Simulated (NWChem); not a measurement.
Species: BPH$_{4}$O$_{2}$; SMILES OB(O)P

```xyz
8

B     -0.0029    -0.4987     0.0000
O     -0.0206    -1.1312    -1.2058
H     -0.0564    -2.0931    -1.1663
O     -0.0206    -1.1312     1.2058
H     -0.0564    -2.0931     1.1663
P     -0.0883     1.4362     0.0000
H      0.8496     1.6307     1.0548
H      0.8496     1.6307    -1.0548
```
Atoms are numbered in this order, from 1.

Coordinates come from a PBE0/def2-SVP optimisation.

Give the principal values of the shielding tensors (ppm) of B1, O2, P6 from PBE0/pcSseg-1, GIAO (NWChem), with their diamagnetic and paramagnetic parts as GIAO splits them.


| atom | σ11 | σ22 | σ33 | isotropic | diamagnetic | paramagnetic |
|---|---|---|---|---|---|---|
| B1 | 43.2 | 64.8 | 91.3 | 66.4 | 198.7 | -132.3 |
| O2 | 108.0 | 241.9 | 250.7 | 200.2 | 389.3 | -189.1 |
| P6 | 514.0 | 609.6 | 613.4 | 579.0 | 967.3 | -388.3 |
